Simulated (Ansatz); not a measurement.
Ansatz (a quantum-chemistry and plane-wave program) input (CCSDT(Q)/def2-SVP):

Ansatz 0.2 input:
```yaml
crystal:
  periodic: [false, false, false]
  atoms:
    - {symbol: Rb, position_ang: [-0.00000000, -0.00000000, -0.41833162]}
    - {symbol: O, position_ang: [0.00000000, 0.00000000, 1.93478374]}
basis:
  gaussian:
    orbitals: def2-SVP
magnetization: {spin_polarized: true, initial_magnetization: 1}
correlation: {method: ccsdt_q, electrons: outside_noble_gas}
```

End of the output:

```
cycle   5  -4.48595655 eV  change    5.8e-3 eV  update   6.1e-3
cycle   6  -4.48232748 eV  change    3.6e-3 eV  update   5.4e-3
cycle   7  -4.48497675 eV  change   -2.6e-3 eV  update   3.1e-3
cycle   8  -4.48945951 eV  change   -4.5e-3 eV  update   2.8e-3
cycle   9  -4.49043581 eV  change   -9.8e-4 eV  update   1.7e-3
cycle  10  -4.49047197 eV  change   -3.6e-5 eV  update   8.0e-4
cycle  11  -4.49038316 eV  change    8.9e-5 eV  update   4.6e-4
cycle  12  -4.49056042 eV  change   -1.8e-4 eV  update   3.7e-4
cycle  13  -4.49036448 eV  change    2.0e-4 eV  update   2.1e-4
cycle  14  -4.49034987 eV  change    1.5e-5 eV  update   1.4e-4
cycle  15  -4.49038172 eV  change   -3.2e-5 eV  update   1.2e-4
cycle  16  -4.49037382 eV  change    7.9e-6 eV  update   1.1e-4
cycle  17  -4.49036264 eV  change    1.1e-5 eV  update   8.6e-5
cycle  18  -4.49035980 eV  change    2.8e-6 eV  update   5.5e-5
cycle  19  -4.49036010 eV  change   -3.0e-7 eV  update   4.2e-5
cycle  20  -4.49035400 eV  change    6.1e-6 eV  update   2.4e-5
cycle  21  -4.49035029 eV  change    3.7e-6 eV  update   1.5e-5
cycle  22  -4.49034862 eV  change    1.7e-6 eV  update   9.1e-6
cycle  23  -4.49034594 eV  change    2.7e-6 eV  update   7.4e-6
cycle  24  -4.49034227 eV  change    3.7e-6 eV  update   5.4e-6
cycle  25  -4.49034027 eV  change    2.0e-6 eV  update   4.6e-6
cycle  26  -4.49033945 eV  change    8.3e-7 eV  update   4.7e-6
cycle  27  -4.49033897 eV  change    4.7e-7 eV  update   5.0e-6
cycle  28  -4.49033855 eV  change    4.2e-7 eV  update   4.0e-6
cycle  29  -4.49033816 eV  change    3.9e-7 eV  update   2.4e-6
cycle  30  -4.49033805 eV  change    1.1e-7 eV  update   1.3e-6
cycle  31  -4.49033811 eV  change   -5.5e-8 eV  update   9.9e-7
cycle  32  -4.49033805 eV  change    5.6e-8 eV  update   7.4e-7
perturbative correction -0.01177131 eV, -0.0004325877 hartree
Total energy: -2686.04677372 eV, -98.7103982662 hartree
```
